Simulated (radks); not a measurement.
Results of a calculation; reference values are marked as such.
Spherical quantum dot in the effective-mass picture: electrons in a hard-walled sphere of radius 2.67, with a point charge +1 (a donor) at the centre, all in effective atomic units (hartree* = m*/eps^2 hartree, bohr* = eps/m* bohr), one dielectric constant everywhere. Level of theory: non-relativistic Kohn-Sham, LDA (Slater exchange, Perdew-Wang correlation), spin-polarised, spherical densities (a radial shooting solver with Libxc functionals). Levels are named by radial order and angular momentum (1s, 1p, 1d, 2s, ...), and open shells are averaged over m. At N = 17 the configuration is 1s2 1p6 1d(up 5, down 4). Does electron 18 go into 1d down or 2s down or 2s up?

Answer. Into 1d down. The total energies of the other choices lie higher by 0.478 hartree* (2s up), 0.487 hartree* (2s down).
